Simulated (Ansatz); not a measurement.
Start from `[CH3][Ta](=[O])([F])[Cl]` and change one atom or group to get `[CH3][Ta](=[O])([Cl])[Cl]`.

Ansatz, PBE0-D4/def2-TZVP geometries, multiplicity 1. 

Elements past krypton have def2 core potentials.

```json
{"property": "LUMO energy (B3LYP/def2-TZVPP) / eV", "`[CH3][Ta](=[O])([F])[Cl]`": "-2.37"}
{"property": "ideal-gas entropy at 298 K and 1 bar (rigid rotor, harmonic PBE0-D4/def2-TZVP) / J/(mol·K)", "`[CH3][Ta](=[O])([F])[Cl]`": "372"}
{"property": "size of the dipole moment (ωB97M-V/def2-TZVPP) / D", "`[CH3][Ta](=[O])([F])[Cl]`": "2.45"}
{"property": "HOMO energy (ωB97M-V/def2-TZVPP) / eV", "`[CH3][Ta](=[O])([F])[Cl]`": "-11.46"}
{"property": "LUMO energy (PBE/def2-TZVPP) / eV", "`[CH3][Ta](=[O])([F])[Cl]`": "-2.97"}
{"property": "HOMO energy (B3LYP/def2-TZVPP) / eV", "`[CH3][Ta](=[O])([F])[Cl]`": "-8.91"}
```

What does the change do to each property? (Best estimate.)

Ansatz gave: 
```tsv
property	`[CH3][Ta](=[O])([Cl])[Cl]`	shift
LUMO energy (B3LYP/def2-TZVPP) / eV	-2.67	-0.30
ideal-gas entropy at 298 K and 1 bar (rigid rotor, harmonic PBE0-D4/def2-TZVP) / J/(mol·K)	383	11
size of the dipole moment (ωB97M-V/def2-TZVPP) / D	2.33	-0.12
HOMO energy (ωB97M-V/def2-TZVPP) / eV	-11.44	0.02
LUMO energy (PBE/def2-TZVPP) / eV	-3.28	-0.31
HOMO energy (B3LYP/def2-TZVPP) / eV	-8.88	0.03
```

Dipoles are sizes alone; their direction can turn.

Positive LUMOs are unbound, so they and the gaps depend on the basis.

B3LYP here is the variant with VWN-RPA as its local correlation; programs differ in this.
